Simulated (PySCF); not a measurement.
# UHF on Sr(2+) (strontium, charge +2)

Configuration: [Kr], closed-shell 1S. All numbers are calculated (PySCF 2.14, scalar relativity through the core potential, in def2-TZVP with the def2 core potential (28 electrons)).

```json
{"Total energy": "-29.789026 hartree", "One-electron energy": "-45.1574 hartree", "Hartree (Coulomb) energy": "19.0171 hartree", "Exchange energy": "-3.6488 hartree", "⟨S²⟩": "0.0000", "⟨L²⟩": "0.000", "Sum of ⟨r⟩": "12.23 bohr", "Sum of ⟨r²⟩": "21.01 bohr²", "Time after the integrals": "0.05 s of wall time on 1 thread of Neoverse-V1 (shared host)"}
```

```tsv
shell	electrons	mean orbital energy (hartree)	rms radius, mean of both spins (bohr)
4s	2	-2.44680	1.46
4p	6	-1.58784	1.67
```

Energies and moments cover only the electrons outside the core potential.
